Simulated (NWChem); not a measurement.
# H2F2Ge

```xyz
5

Ge     0.0000     0.0000    -0.3372
F     -1.3897     0.0000     0.7235
F      1.3897     0.0000     0.7235
H      0.0000     1.3321    -1.1175
H      0.0000    -1.3321    -1.1175
```
Charge 0, spin multiplicity 1.

All runs are NWChem calculations. The geometry was optimised at PBE/def2-SVP, a minimum by its harmonic frequencies.

Symmetry labels belong to the abelian group C2v used in the runs, with the axes of the coordinates shown.

The Hamiltonian is non-relativistic. The structure started from a generated list of species.

Problem. List the lowest 6 singlet excitations that TD-PBE/def2-SVP gives, with oscillator strengths.

Solution. 
```tsv
state	symmetry	energy (eV)	wavelength (nm)	f
1	a2	7.71	161	0.000
2	b2	7.92	157	0.020
3	a1	8.47	146	0.001
4	b2	8.51	146	0.002
5	b1	8.54	145	0.002
6	a2	8.58	145	0.000
```
